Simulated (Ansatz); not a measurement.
Energy needed to pull apart SiH$_{3}$IO, closed shell, into free ground-state atoms, from the structure below (displaced at random from a GFN2-xTB minimum); no zero-point or spin–orbit terms; open-shell atoms are treated unrestricted, in their ground-state multiplicity.

O1  (-0.844, -0.877, -0.335)
Si2  (0.181, 0.301, -0.038)
I3  (1.817, -1.141, 1.085)
H4  (-1.780, -0.359, -0.821)
H5  (0.876, 0.707, -1.184)
H6  (-0.232, 1.279, 1.137)
(Å)

Program: Ansatz 0.2.0. Basis: def2-TZVPP. Cores are frozen in the correlated methods. Filled d shells of the heavier atoms are correlated. Core potentials replace the inner electrons of the atoms past krypton. The def2 sets are not built for correlating such inner shells, so the correlated values are less sure here.

| method | atomization energy (kJ/mol) |
| --- | --- |
| PBE-D4 | 1762 |
| BLYP-D4 | 1738 |
| r2SCAN-D4 | ? |
| PBE0-D4 | ? |
| r2SCAN0-D4 | 1712 |
| wB97M-V | 1745 |
| HF | 1195 |
| MP2 | 1739 |
| CCSD | 1668 |
| CCSD(T) | 1700 |

What does PBE0-D4 give? (Judge from chemistry; the value comes from the calculation.)

The calculation gives: 1722 kJ/mol, which is about 21 kJ/mol more than CCSD(T)/def2-TZVPP.

What does r2SCAN-D4 give? (To be estimated.)

The calculation gives: 1752 kJ/mol, which is about 52 kJ/mol more than CCSD(T)/def2-TZVPP.

In triple zeta the MP2 and coupled-cluster atomization energies are still short of their basis limit by a few kcal/mol a bond, whereas those of the functionals are nearly converged, so these differences are not deviations from converged CCSD(T).

No T1 diagnostic of these runs exceeds 0.011.

For scale, one of the runs: CCSD(T)/def2-TZVPP forces, 165 basis functions (an equivalent command: `ansatz run in.yaml --threads 4`). Hardware: 4 CPU threads, shared host. Wall time 3.1 min; peak host memory 2.7 GiB.
